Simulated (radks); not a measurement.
All-electron atom: Sr II in [Kr] 5s1 (the NIST ground configuration). Calculated with a radial shooting solver on a logarithmic mesh with Libxc functionals: Dirac Kohn-Sham, PBE, spin-unpolarised, spherical densities, finite nucleus; Fermi nuclear charge, rms radius 4.224 fm.

Spin-orbit splittings of the eigenvalues, e(l+1/2) - e(l-1/2), with zeta = 2 splitting/(2l+1) and mean radii in bohr:

| shell | occ. | splitting (eV) | zeta (eV) | <r> j=l-1/2 | <r> j=l+1/2 |
|---|---|---|---|---|---|
| 2p | 6 | 68.41 | 45.61 | 0.1475 | 0.1517 |
| 3p | 6 | 10.49 | 6.992 | 0.4913 | 0.5018 |
| 3d | 10 | ? | ? | 0.4961 | 0.4998 |
| 4p | 6 | 1.167 | 0.7781 | 1.539 | 1.572 |

Estimate the 3d splitting.

Answer. 1.830 eV (zeta = 0.7321 eV).
